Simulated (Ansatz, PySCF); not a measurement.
System: H7Si2N2O, charge 0, multiplicity 2. SMILES: [NH][SiH2]O[SiH2]N
Geometry from a B3LYP-D3(BJ)/def2-TZVP (Ansatz, an electronic-structure program) optimisation:
```
O
Si 1 1.6254
Si 1 1.6549 2 138.12
N 3 1.7077 1 115.04 2 -38.45
H 4 1.0072 3 121.51 1 -82.62
H 4 1.0086 5 111.75 3 -151.99
N 2 1.7488 1 109.38 3 -12.01
H 7 1.0227 2 114.20 1 -178.74
H 3 1.4756 1 106.36 2 -157.54
H 3 1.4763 9 112.41 1 116.66
H 2 1.4830 1 109.27 3 -131.74
H 2 1.4846 11 110.17 1 121.14
```
Charge 0, spin multiplicity 2.

Quantity: size of the dipole moment, in D. Set-up: non-relativistic; 6-311+G** with 5d, 6d on Na to Ar in Ansatz; no dispersion term unless named; six Cartesian d functions in 6-31G* and its kin unless marked 5d; UHF or UKS for open shells; spin-orbit terms left out. First-principles rows: single points at B3LYP-D3(BJ) geometries (Ansatz).

```tsv
level	program	size of the dipole moment (D)
SVWN5/6-31G*	Ansatz	2.31
PBE/6-31G*	Ansatz	2.27
PBE/6-311+G**	Ansatz	2.10
BLYP/6-31G*	Ansatz	2.23
BP86/def2-SVP	PySCF	2.17
BP86/6-31G* (5d)	PySCF	2.28
B3LYP/3-21G	Ansatz	2.73
B3LYP/6-31G*	Ansatz	2.32
B3LYP/6-31+G*	Ansatz	2.24
B3LYP/def2-SVP	Ansatz	2.22
B3LYP/cc-pVDZ	Ansatz	2.13
M06-2X/6-31G* (5d)	PySCF	2.35
B3PW91/6-31G* (5d)	PySCF	2.35
```

No value to compare with is used here. The 13 habitual levels span 2.10 (PBE/6-311+G**) to 2.73 D (B3LYP/3-21G).

The levels are drawn from those run, B3LYP/6-31G* more often than the rest, none by its result; left out are runs that failed, that the program found above a lower state of the same kind, or whose <S^2> lies over 0.5 above the pure value.
